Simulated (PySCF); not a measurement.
Radial density of Sm³⁺ (samarium, charge +3)

UHF, [Xe] 4f5, one real determinant. Calculation: PySCF 2.14, in ANO-RCC-VTZP (8s7p5d3f2g1h, 104 functions); scalar relativity by spin-free X2C-1e.

```tsv
r (bohr)	4πr²ρ (e/bohr)	4πr²(ρα − ρβ)
0.0201	79.25	0.0025
0.0339	73.16	0.0060
0.0570	102.7	0.0095
0.0959	94.50	0.0152
0.161	88.50	0.2472
0.271	68.84	1.6621
0.456	41.32	5.0255
0.767	28.71	5.2494
1.29	10.24	1.9709
2.17	2.565	0.1242
3.65	0.04868	-0.0033
6.14	3.767e-05	0.0000
10.3	1.362e-05	0.0000
```

Densities and radii are taken from the X2C orbitals without a picture-change correction, which distorts them close to the nucleus.

⟨L²⟩ = 24.03 against 30 for a pure H term, so this real determinant mixes terms. Spin-orbit coupling, absent here, splits the open shell strongly.

(1) Where is the radial spin density 4πr²(ρα − ρβ) most negative, and why is it negative at all?

## Answers

(1) Around r = 3.65 bohr, down to -0.0033 e/bohr: exchange with the open shell polarises the paired shells in an unrestricted calculation.
